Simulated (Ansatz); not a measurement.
Reaction (atomization): `[F][Ga]` → F• + Ga•

Calculated with Ansatz (gas phase, PBE0-D4/def2-TZVP geometries, no zero-point term in ΔE). CBS: MP2 limit from def2 TZ/QZ plus the TZ coupled-cluster correction, frozen cores. This one scheme is used for every species, atoms too. Functionals use def2-TZVPP. HSE06 is defined as in plane-wave codes. Open shells (•) are unrestricted, without spin–orbit coupling. Spin–orbit coupling would lower the free atoms: a little for F; clearly for Ga. For Ga outer-core shells are correlated without core-valence functions, so the limit isn't a true one: a few kJ/mol of doubt a bond, and 10 to 20 or more in all where bonds break to atoms. Scalar relativity is left out up to krypton.

```tsv
level	ΔE (eV)
revPBE-D4	6.06
BLYP-D4	6.24
HSE06-D4	5.96
PBE-QIDH	5.96
BLYP	6.20
BHLYP	5.64
CAM-B3LYP	6.13
CCSD(T)/def2-SVP	5.70
```

(1) What does CCSD(T)/CBS give? (Estimate.)

Largest T1 diagnostic among the species: 0.016.

Answers

(1) Computed: +6.21 eV. The listed levels differ from it by -0.15, 0.03, -0.25, -0.25, -0.01, -0.57, -0.08, -0.51 eV.

Leaving LDA and LC-ωPBE aside and taking each functional with its dispersion term where it has one, the values, not all of them listed here, spread over 0.64 eV, from BHLYP-D4 to PBE-D4. LDA lies +0.89 eV from PBE without D4, its usual overbinding. From PBE to PBE0 (25 % exact exchange), in def2-TZVPP and without D4, ΔE moves by −0.34 eV: exact exchange takes away binding that semilocal exchange gives to molecules.

For atomizations the MP2-based limit and the directly extrapolated one differ by several kJ/mol either way, and by 10 to 25 for some Ge, Se and Sn compounds, so smaller differences from it don't rank the levels.
